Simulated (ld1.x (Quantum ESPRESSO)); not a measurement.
## PBE RRKJ dataset for tellurium, scalar-relativistic all-electron reference.

Input for ld1.x (Quantum ESPRESSO) 7.5:

```
&input
   title='Te', zed=52., rel=1, dft='PBE', iswitch=3,
   config='[Kr] 4d10 5s2 5p4',
   nld=3, rlderiv=1.35, eminld=-14.0, emaxld=5.0, deld=0.04
 /
 &inputp
   pseudotype=2, tm=.false., rho0=0.005, lloc=0,
   nlcc=.true., new_core_ps=.true., rcore=0.80,
   file_pseudopw='Te.UPF', file_wfcaegen='ae.wfc', file_wfcncgen='nc.wfc', file_beta='beta', file_chi='chi'
 /
3
4P  2  1   6.00   0.00  1.25  1.25  0.0
4D  3  2  10.00   0.00  0.85  0.85  0.0
4S  1  0   2.00   0.00  0.95  0.95  0.0
 &test
   configts(1)='4s2 4p6 4d10 5s2 5p4'
 /
```

Command:

```bash
ld1.x < Te.in > Te.out
```

Resulting log (shortened: banner, matrices, multipoles, cross overlaps and the repeated all-electron block are left out):

```
Program LD1 v.7.5
     --------------------------- All-electron run ----------------------------

     Te
     scalar relativistic calculation

     atomic number is 52.00
     dft =PBE   lsd =0 sic =0 latt =0  beta=0.20 tr2=1.0E-14
     Exchange-correlation= PBE
                           (   1   4   3   4   0   0   0)
     mesh =1245 r(mesh) =  99.36066 a.u. xmin = -7.00 dx = 0.01250
     1 Ry =  13.60569312 eV, c = 137.03599908

     n l     nl                  e(Ry)          e(Ha)          e(eV)
     1 0     1S 1( 2.00)     -2324.7109     -1162.3555    -31629.3034
     2 0     2S 1( 2.00)      -356.4935      -178.2468     -4850.3414
     2 1     2P 1( 6.00)      -320.0125      -160.0062     -4353.9918
     3 0     3S 1( 2.00)       -70.9437       -35.4718      -965.2379
     3 1     3P 1( 6.00)       -59.0864       -29.5432      -803.9118
     4 0     4S 1( 2.00)       -12.0823        -6.0411      -164.3877
     4 1     4P 1( 6.00)        -8.4089        -4.2045      -114.4091
     3 2     3D 1(10.00)       -41.1631       -20.5816      -560.0531
     4 2     4D 1(10.00)        -3.0615        -1.5307       -41.6533
     5 0     5S 1( 2.00)        -1.1104        -0.5552       -15.1083
     5 1     5P 1( 4.00)        -0.4375        -0.2188        -5.9531

     final scf error:  2.9E-15 reached in  25 iterations

     Etot =  -13588.969734 Ry,   -6794.484867 Ha, -184887.352059 eV

     Ekin =   14238.138353 Ry,    7119.069177 Ha,  193719.741078 eV
     Encl =  -32872.472217 Ry,  -16436.236108 Ha, -447252.769178 eV
     Eh   =    5396.402958 Ry,    2698.201479 Ha,   73421.802621 eV
     Exc  =    -351.038829 Ry,    -175.519414 Ha,   -4776.126579 eV

     normalization and overlap integrals

     s(1S/1S) =  1.000000  <r> =   0.0278  <r2> =    0.0010  r(max) =   0.0178
     s(2S/2S) =  1.000000  <r> =   0.1198  <r2> =    0.0169  r(max) =   0.1014
     s(2P/2P) =  1.000000  <r> =   0.1048  <r2> =    0.0134  r(max) =   0.0810
     s(3S/3S) =  1.000000  <r> =   0.3221  <r2> =    0.1186  r(max) =   0.2934
     s(3P/3P) =  1.000000  <r> =   0.3202  <r2> =    0.1189  r(max) =   0.2861
     s(4S/4S) =  1.000000  <r> =   0.7646  <r2> =    0.6608  r(max) =   0.7038
     s(4P/4P) =  1.000000  <r> =   0.8211  <r2> =    0.7688  r(max) =   0.7399
     s(3D/3D) =  1.000000  <r> =   0.2968  <r2> =    0.1043  r(max) =   0.2372
     s(4D/4D) =  1.000000  <r> =   0.9718  <r2> =    1.1108  r(max) =   0.8076
     s(5S/5S) =  1.000000  <r> =   2.0856  <r2> =    4.9430  r(max) =   1.7972
     s(5P/5P) =  1.000000  <r> =   2.6718  <r2> =    8.2888  r(max) =   2.1679

     ------------------------ End of All-electron run ------------------------

     --------------------- Generating NC pseudopotential ---------------------

      Generating local pot.: lloc=0, matching radius rcloc =   0.9500

      Computing core charge for nlcc:

       r > 0.81 : true rho core
      Core charge pseudized with two Bessel functions
      Integrated core pseudo-charge :   9.26

      Wfc   4P  rcut= 1.251  Estimated cut-off energy=      117.77 Ry
      This function has    0 nodes for 0 < r <    1.251

      Wfc   4D  rcut= 0.860  Estimated cut-off energy=      311.94 Ry
      This function has    0 nodes for 0 < r <    0.860

     ------------------- End of pseudopotential generation -------------------

     Computing logarithmic derivative in   1.35666
     Computing logarithmic derivative in   1.35666
     Computing the partial wave expansion
       no projector for channel:   0
     R is outside the sphere for l=    1 j= 0.00
     R is outside the sphere for l=    2 j= 0.00

     ---------------------- Testing the pseudopotential ----------------------

     Te
     scalar relativistic calculation

     atomic number is 52.00   valence charge is 24.00
     dft =PBE   lsd =0 sic =0 latt =0  beta=0.20 tr2=1.0E-14
     mesh =1245 r(mesh) =  99.36066 xmin = -7.00 dx = 0.01250

     n l     nl             e AE (Ry)        e PS (Ry)    De AE-PS (Ry)
     1 0     4S   1( 2.00)      -12.08227      -12.08241        0.00014
     2 1     4P   1( 6.00)       -8.40892       -8.40891       -0.00000
     3 2     4D   1(10.00)       -3.06146       -3.06150        0.00005
     2 0     5S   1( 2.00)       -1.11044       -1.16652        0.05608  !
     3 1     5P   1( 4.00)       -0.43754       -0.47312        0.03558  !

     eps = 3.2E-15  iter = 23

     Etot =  -13588.969734 Ry,   -6794.484867 Ha, -184887.352059 eV
     Etotps =  -553.480631 Ry,    -276.740315 Ha,   -7530.487609 eV

     Ekin =     196.286700 Ry,      98.143350 Ha,    2670.616609 eV
     Encl =   -1106.564765 Ry,    -553.282383 Ha,  -15055.580614 eV
     Ehrt =     442.729851 Ry,     221.364926 Ha,    6023.646491 eV
     Ecxc =     -58.590256 Ry,     -29.295128 Ha,    -797.161041 eV
     (Ecc =     -11.926893 Ry,      -5.963446 Ha,    -162.273643 eV)
     Epseu=     -27.342161 Ry,     -13.671081 Ha,    -372.009054 eV

     ---------------------- End of pseudopotential test ----------------------
```

The potential misses its own reference levels by up to 0.8 eV. ld1.x takes every shell without a wave as core, so the model core holds the 5p, 5s electrons as well and exchange and correlation see them twice. This cancels in the reference configuration, but the file is broken for other ones, and its errors say nothing about a proper core correction.

Generation and configuration tests took about 1.6 s on one core of a shared server CPU.

Transferability test of the new file with ld1.x, input:

```
&input
   title='Te', zed=52., rel=1, dft='PBE', iswitch=2,
   config='[Kr] 4d10 5s2 5p4'
 /
 &test
   file_pseudo='Te.UPF', nconf=8,
   configts(1)='4s2 4p6 4d10 5s2 5p4',
   configts(2)='4s2 4p6 4d10 5s2 5p3',
   configts(3)='4s2 4p6 4d10 5s2 5p2',
   configts(4)='4s2 4p6 4d10 5s2 5p1',
   configts(5)='4s2 4p6 4d10 5s2 5p0',
   configts(6)='4s2 4p6 4d10 5s2 5p3.5',
   configts(7)='4s2 4p6 4d9 5s2 5p5',
   configts(8)='4s2 4p6 4d9 5s2 5p4'
 /
```

```bash
ld1.x < Te.test.in > Te.test.out
```

Pseudopotential blocks of its output, shortened (energy terms left out):

```
     ---------------------- Testing the pseudopotential ----------------------

     n l     nl             e AE (Ry)        e PS (Ry)    De AE-PS (Ry)
     1 0     4S   1( 2.00)      -12.08227      -12.08241        0.00014
     2 1     4P   1( 6.00)       -8.40892       -8.40891       -0.00000
     3 2     4D   1(10.00)       -3.06146       -3.06150        0.00005
     2 0     5S   1( 2.00)       -1.11044       -1.16652        0.05608  !
     3 1     5P   1( 4.00)       -0.43754       -0.47312        0.03558  !

     eps = 5.9E-15  iter = 18

     Etot =  -13588.969734 Ry,   -6794.484867 Ha, -184887.352059 eV
     Etotps =  -553.480627 Ry,    -276.740314 Ha,   -7530.487565 eV

     ---------------------- End of pseudopotential test ----------------------

          ---------------------- Testing the pseudopotential ----------------------

     n l     nl             e AE (Ry)        e PS (Ry)    De AE-PS (Ry)
     1 0     4S   1( 2.00)      -12.74770      -12.78354        0.03584  !
     2 1     4P   1( 6.00)       -9.07404       -9.10934        0.03530  !
     3 2     4D   1(10.00)       -3.72467       -3.75862        0.03395  !
     2 0     5S   1( 2.00)       -1.72300       -1.81357        0.09056  !
     3 1     5P   1( 3.00)       -1.00564       -1.07894        0.07330  !

     eps = 9.0E-15  iter = 17

     Etot =  -13588.254684 Ry,   -6794.127342 Ha, -184877.623306 eV
     Etotps =  -552.711325 Ry,    -276.355662 Ha,   -7520.020672 eV
     dEtot_ae =       0.715050 Ry
     dEtot_ps =       0.769302 Ry,   Delta E=      -0.054252 Ry

     ---------------------- End of pseudopotential test ----------------------

          ---------------------- Testing the pseudopotential ----------------------

     n l     nl             e AE (Ry)        e PS (Ry)    De AE-PS (Ry)
     1 0     4S   1( 2.00)      -13.51021      -13.58288        0.07267  !
     2 1     4P   1( 6.00)       -9.83581       -9.90730        0.07149  !
     3 2     4D   1(10.00)       -4.48250       -4.55058        0.06809  !
     2 0     5S   1( 2.00)       -2.40445       -2.53333        0.12888  !
     3 1     5P   1( 2.00)       -1.63930       -1.75557        0.11628  !

     eps = 7.7E-15  iter = 16

     Etot =  -13586.937253 Ry,   -6793.468626 Ha, -184859.698745 eV
     Etotps =  -551.299271 Ry,    -275.649635 Ha,   -7500.808697 eV
     dEtot_ae =       2.032481 Ry
     dEtot_ps =       2.181357 Ry,   Delta E=      -0.148875 Ry

     ---------------------- End of pseudopotential test ----------------------

          ---------------------- Testing the pseudopotential ----------------------

     n l     nl             e AE (Ry)        e PS (Ry)    De AE-PS (Ry)
     1 0     4S   1( 2.00)      -14.35215      -14.46397        0.11182  !
     2 1     4P   1( 6.00)      -10.67646      -10.78622        0.10976  !
     3 2     4D   1(10.00)       -5.31680       -5.42050        0.10370  !
     2 0     5S   1( 2.00)       -3.13782       -3.31072        0.17290  !
     3 1     5P   1( 1.00)       -2.32305       -2.48936        0.16631  !

     eps = 3.2E-15  iter = 12

     Etot =  -13584.960316 Ry,   -6792.480158 Ha, -184832.801151 eV
     Etotps =  -549.181166 Ry,    -274.590583 Ha,   -7471.990418 eV
     dEtot_ae =       4.009418 Ry
     dEtot_ps =       4.299461 Ry,   Delta E=      -0.290043 Ry

     ---------------------- End of pseudopotential test ----------------------

          ---------------------- Testing the pseudopotential ----------------------

     n l     nl             e AE (Ry)        e PS (Ry)    De AE-PS (Ry)
     1 0     4S   1( 2.00)      -15.26293      -15.41737        0.15444  !
     2 1     4P   1( 6.00)      -11.58525      -11.73652        0.15127  !
     3 2     4D   1(10.00)       -6.21646       -6.35855        0.14209  !
     2 0     5S   1( 2.00)       -3.91293       -4.13693        0.22400  !
     3 1     5P   1( 0.00)       -3.04765       -3.27217        0.22452  !

     eps = 6.1E-15  iter = 18

     Etot =  -13582.278844 Ry,   -6791.139422 Ha, -184796.317860 eV
     Etotps =  -546.304226 Ry,    -273.152113 Ha,   -7432.847647 eV
     dEtot_ae =       6.690890 Ry
     dEtot_ps =       7.176402 Ry,   Delta E=      -0.485511 Ry

     ---------------------- End of pseudopotential test ----------------------

          ---------------------- Testing the pseudopotential ----------------------

     n l     nl             e AE (Ry)        e PS (Ry)    De AE-PS (Ry)
     1 0     4S   1( 2.00)      -12.40126      -12.41919        0.01792  !
     2 1     4P   1( 6.00)       -8.72781       -8.74542        0.01761  !
     3 2     4D   1(10.00)       -3.37963       -3.39666        0.01704  !
     2 0     5S   1( 2.00)       -1.40661       -1.47956        0.07295  !
     3 1     5P   1( 3.50)       -0.71205       -0.76593        0.05388  !

     eps = 5.4E-15  iter = 18

     Etot =  -13588.683276 Ry,   -6794.341638 Ha, -184883.454598 eV
     Etotps =  -553.171773 Ry,    -276.585886 Ha,   -7526.285382 eV
     dEtot_ae =       0.286458 Ry
     dEtot_ps =       0.308855 Ry,   Delta E=      -0.022397 Ry

     ---------------------- End of pseudopotential test ----------------------

          ---------------------- Testing the pseudopotential ----------------------

     n l     nl             e AE (Ry)        e PS (Ry)    De AE-PS (Ry)
     1 0     4S   1( 2.00)      -12.62326      -12.57596       -0.04730  !
     2 1     4P   1( 6.00)       -8.92551       -8.88234       -0.04317  !
     3 2     4D   1( 9.00)       -3.51714       -3.48053       -0.03660  !
     2 0     5S   1( 2.00)       -1.24575       -1.29472        0.04897  !
     3 1     5P   1( 5.00)       -0.51555       -0.54969        0.03414  !

     eps = 2.4E-15  iter = 17

     Etot =  -13586.157940 Ry,   -6793.078970 Ha, -184849.095647 eV
     Etotps =  -550.720296 Ry,    -275.360148 Ha,   -7492.931339 eV
     dEtot_ae =       2.811794 Ry
     dEtot_ps =       2.760332 Ry,   Delta E=       0.051463 Ry

     ---------------------- End of pseudopotential test ----------------------

          ---------------------- Testing the pseudopotential ----------------------

     n l     nl             e AE (Ry)        e PS (Ry)    De AE-PS (Ry)
     1 0     4S   1( 2.00)      -13.31520      -13.30015       -0.01505  !
     2 1     4P   1( 6.00)       -9.61700       -9.60569       -0.01131  !
     3 2     4D   1( 9.00)       -4.20658       -4.20040       -0.00618  !
     2 0     5S   1( 2.00)       -1.88482       -1.96435        0.07953  !
     3 1     5P   1( 4.00)       -1.11336       -1.18110        0.06774  !

     eps = 9.0E-15  iter = 21

     Etot =  -13585.349634 Ry,   -6792.674817 Ha, -184838.098092 eV
     Etotps =  -549.861182 Ry,    -274.930591 Ha,   -7481.242501 eV
     dEtot_ae =       3.620100 Ry
     dEtot_ps =       3.619445 Ry,   Delta E=       0.000654 Ry

     ---------------------- End of pseudopotential test ----------------------
```
